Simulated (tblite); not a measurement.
Run record: tight-binding relaxation, `C#[C][Al]([C]#C)[S]BC`.

Computed with GFN2-xTB geometry optimisation, gas phase (tblite 0.8.0). Start geometry: from a force field or distance geometry. The input is one job of a driver script: a line of settings, then coordinates in Å.

Command:
```bash
OMP_NUM_THREADS=1 python probes_run.py task.json out
```

Input:
```
{"job": {"kind": "relax", "xc": "GFN2-xTB", "basis": "xTB"}, "charge": 0, "multiplicity": 1}
C      0.918000    -2.702900     2.041900
C      0.903100    -1.518800     1.773600
Al     0.910400     0.366300     1.366400
C      2.494300     1.216500     0.635400
C      3.483600     1.729100     0.203600
S     -1.039000     1.542300     1.487400
B     -1.523600     1.060400    -0.265100
C     -2.395500    -0.236200    -0.507800
H      0.915500    -3.736800     2.271700
H      4.349600     2.187900    -0.192700
H     -1.191200     1.728400    -1.174100
H     -3.371700    -0.147100     0.026100
H     -1.864600    -1.132100    -0.127400
H     -2.589500    -0.357600    -1.601200
```

Output:
```
step      E/eV     max force
  0    -521.92400    1.797
  1    -521.93949    4.025
  2    -522.04944    0.658
  3    -522.07095    0.396
  4    -522.07515    1.126
  5    -522.08390    0.320
  6    -522.08854    0.265
  7    -522.09667    0.308
  8    -522.09975    0.155
  9    -522.10158    0.087
... (231 lines left out)
241    -522.39087    0.019
242    -522.39070    0.103
243    -522.39095    0.020
244    -522.39099    0.020
245    -522.39100    0.072
246    -522.39109    0.017
247    -522.39113    0.017
248    -522.39119    0.034
249    -522.39122    0.013
250    -522.39123    0.008
```

«max force» is the largest atomic force in eV/Å.

Problem. From which step on does the largest force stay under 0.1 eV/Å, and how much energy is left to gain from there?

Solution. From step 243 (0.020 eV/Å), 0.3 meV above the end.

Main results: energy lowered by 10.8 kcal/mol over 250 steps; largest atomic force 0.008 eV/Å at the end.

Problem. Estimate the wall time. Hardware: one thread, Arm Neoverse V1 (aarch64), no GPU, shared host with 32 logical CPUs at a one-minute load of 30.

Solution. About 2.0 s.
Labels such as C1 count atoms from 1, the log's own numbers from 0.
